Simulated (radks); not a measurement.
These are the eigenvalues of the occupied orbitals of an atom or ion with whole-number occupations (eV). Calculated with a radial shooting solver on a logarithmic mesh with Libxc functionals: Dirac Kohn-Sham, PBE, spin-unpolarised, spherical densities, finite nucleus; Fermi nuclear charge, rms radius of each element as measured or else 0.836 A^(1/3) + 0.57 fm.

| orbital | eigenvalue |
|---|---|
| 1s1/2 | -3527.961 |
| 2s1/2 | -359.5101 |
| 2p1/2 | -288.1523 |
| 2p3/2 | -285.2601 |
| 3s1/2 | -41.4486 |
| 3p1/2 | -25.0612 |
| 3p3/2 | -24.7926 |

Which element is it, and in what charge state? The configuration may be excited. Open shells, if any, fill j = l - 1/2 first.

Answer. Z = 19, potassium, charge +1: K+ in [Ar]. The list shows which subshells hold electrons but not how many an open one holds; the 1s level, -129.65 hartree, gives Z - s = 16.1 by -(Z - s)^2/2, which with screening and relativity narrows Z to a few neighbours, and the depths of the outer levels then fix element, charge and occupations together.
